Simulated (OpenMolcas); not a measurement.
## How basis sets differ on CH4AlIn (SMILES [CH2]1[AlH][InH]1)

CH4AlIn: 7 atoms, total charge 0, spin state singlet. As SMILES, `[CH2]1[AlH][InH]1`. Geometry: relaxed at PBE0-D4/def2-TZVP.

Each level gives the dipole moment (D). The values are calculated.

```csv
level,kind,program,value (D)
HF/ANO-RCC-MB (DKH2),Hartree–Fock,OpenMolcas,0.53
HF/STO-3G,Hartree–Fock,OpenMolcas,2.11
HF/3-21G,Hartree–Fock,OpenMolcas,0.86
HF/def2-SVPD (core potential),Hartree–Fock,OpenMolcas,0.99
```

All-electron rows without a relativistic Hamiltonian named are non-relativistic, while core potentials hold scalar relativity, so basis and relativity change together. The values span 0.53 to 2.11 D. Magnitudes only. Sets without polarisation functions give poor dipoles.
